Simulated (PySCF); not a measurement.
Basis and Hamiltonian dependence of the excitation energy of Ti⁺

Ti⁺ [Ar] 3d2 4s1 (4F) → Ti⁺ [Ar] 3d1 4s1 5s1 (4D). Calculated with PySCF 2.14 from differences of total energies of unrestricted determinants, without spin-orbit coupling. Values in eV.

```
         basis       Hamiltonian  functions     UHF     PBE    PBE0  MP2 (valence)
aug-cc-pVDZ-DK     spin-free X2C         59  11.570  12.530  12.461         11.643
  ANO-RCC-VTZP     spin-free X2C         59  11.933  12.579  12.562         12.036
aug-cc-pVTZ-DK     spin-free X2C         93  11.301  12.211  12.138         11.407
    dyall-av2z  non-relativistic        101  11.646  12.557  12.492         11.734
```

Frozen in the all-electron rows: valence: [Ar].

At MP2 (valence), ANO-RCC-VTZP lies more than 0.3 eV from the median of the rows with comparable relativity. Of these, ANO-RCC-VTZP has no diffuse functions of the l that the added or promoted electron needs.

Non-relativistic rows lack the scalar-relativistic shift.
